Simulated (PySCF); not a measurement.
Heteronuclear NMR

Structure with atom numbers: `[CH2:1]=[C:2]([CH2:3][C:4]#[N:5])[CH2:6][CH2:7][C:8]([F:9])([F:10])[F:11]` (H(Xn): hydrogen on atom n). Ha(C1) is cis to C3; Hb(C1) is trans to C3.

Theoretical values (PySCF 2.14): shielding tensors at PBE0/pcSseg-1 (GIAO), geometry from GFN2-xTB. Single conformer, isolated molecule, no relativistic terms, one averaged value for each set of equivalent atoms.

Q: What are the 19F shifts?

A: 
```json
{"atoms": "F9/F10/F11", "environment": "fluorine of a CF3 group", "σ (ppm)": "251.4", "δ (ppm)": "-66.2"}
```

Shieldings were converted by a linear fit to measured shifts: 19F (scatter 6.0 ppm rms, 7.0 ppm with the 5 outliers that the fit left out vs CFCl3, solution or neat liquid, with a term for F on sp3 carbon). A few per cent of atoms miss by over 2 rms, more outside the fitted compound classes.

On a 600 MHz spectrometer 19F resonates near 564.6 MHz, so 1 ppm is 564.6 Hz.

Q: What are the 15N shifts?

A: 
```json
{"atoms": "N5", "environment": "nitrile nitrogen", "σ (ppm)": "-32.5", "δ (ppm)": "-118.2"}
```

Shieldings were converted by a linear fit to measured shifts: 15N: δ = -148.07 − 0.921σ (rms 6.3 ppm, 71 shifts vs CH3NO2, solution or neat liquid). A few per cent of atoms miss by over 2 rms, more outside the fitted compound classes.

On a 300 MHz spectrometer 15N resonates near 30.4 MHz, so 1 ppm is 30.4 Hz.
